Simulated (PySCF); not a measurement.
## Diatomics of H with the 5d metals

PBE0 with triple-zeta basis sets in PySCF, for the lowest determinant that a PBE0 search found; no spin–orbit coupling. De refers to high-spin ground-configuration atoms. A positive dipole means M(−)H(+).

```tsv
M	basis	state (unpaired electrons)	Re (Å)	ωe (cm⁻¹)	De (eV)	μ (D)
Hf	def2-TZVPPD	doublet (δ ↑)	1.835	1677	n/a	-1.15
Ta	x2c-TZVPPall	quintet (σ ↑, π ↑↑, δ ↑)	1.739	1832	n/a	-1.89
W	def2-TZVPP	sextet (σ ↑, π ↑↑, δ ↑↑)	1.712	1925	n/a	-2.04
Re	def2-TZVPP	quintet (π ↑↑, δ ↑↑)	1.632	2119	2.21	-1.33
Ir	def2-TZVPP	triplet (σ ↑, δ ↑)	1.547	2327	n/a	-1.45
Pt	def2-TZVPP	doublet (σ ↑)	1.519	2390	3.42	-1.26
Au	def2-TZVPP	singlet (closed shell)	1.535	2254	2.98	-1.45
Hg	def2-TZVPP	doublet (σ ↑)	1.763	1335	0.47	-0.27
```

The shortest bond is that of PtH (1.519 Å), the longest that of HfH (1.835 Å).

The rows differ in basis set, which adds steps of its own.

The state changes along the series, so neighbouring rows are not always alike in their bonding.

De is left out where the level can put another filling of the metal’s s and d shells below the measured ground configuration, by anything from nothing to about 1 eV. Weak bonds: HgH. Basis-set superposition, not corrected here, can be much of De in a small basis, most of all at correlated wavefunction levels. Functionals without a dispersion term scatter widely for such bonds, and LDA overbinds them. The metal atom is held in its measured ground configuration; semilocal functionals can put another filling of s and d lower by some tenths of an eV, and De to that atom would be smaller. These are scalar-relativistic numbers at best; spin–orbit coupling would shift them, the dissociation energy most. States were picked by a PBE0 search and need not be the measured ground states.
